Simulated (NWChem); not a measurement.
System: GeSiH₃Br, singlet; SMILES [SiH3][Ge][Br]

All runs: NWChem. Low-valent species are run as closed-shell singlets; no triplet was tried in these runs. All runs use the structure optimised with PBE0/def2-SVP. Ions are spin-unrestricted doublets at the neutral geometry; other ion states weren't tried.

For level B3LYP/def2-SVP:

```
Item           Result
-------------  ------
−ε(HOMO) (eV)    6.32
```

Problem. Estimate the same quantities for level PBE/def2-SVP.

Solution. The −ε(HOMO) (eV) comes out as 5.54.
